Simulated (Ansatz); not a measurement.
water (H2O), singlet, geometry from GFN2-xTB; WB97M-V/6-31G** (Ansatz, a program for electronic structure).

Ansatz was given this input:
Ansatz 0.2 input:
```yaml
crystal:
  periodic: [false, false, false]
  atoms:
    - {symbol: O, position_ang: [0.00956971, 0.00206403, 0.11338892]}
    - {symbol: H, position_ang: [-0.05579359, 0.76362201, -0.46612807]}
    - {symbol: H, position_ang: [-0.02076411, -0.78013425, -0.44098332]}
basis:
  gaussian:
    orbitals: 6-31G__.json
hamiltonian:
  xc: {name: wB97M-V}
```
The basis file holds 6-31G** in the JSON format of the Basis Set Exchange.

The log (banner, timings and long lists left out):

```
Functional definition: wB97M-V
251 factors; their error is unknown
56 factors; integrals over basis functions are off by at most 8.2e-6 eV
mean field evaluation 1: about -2076.1186 eV, gradient 3.8e1 eV
mean field evaluation 2: about -2076.4997 eV, gradient 3.7e1 eV
mean field evaluation 4: about -2078.6196 eV, gradient 2.5e-1 eV
mean field evaluation 8: about -2078.6152 eV, gradient 1.5e-3 eV
mean field -2078.61521323 eV, -76.3877001501 hartree, gradient 1.9e-5 eV, S^2 0.000000; 0 other end points of the search recorded, 0 dependent functions left out
reference -2078.61522728 eV, -76.3877006664 hartree; 5, 5 occupied and 20, 20 virtual orbitals, 251 factors
Total energy: -2078.61522728 eV, -76.3877006664 hartree
```
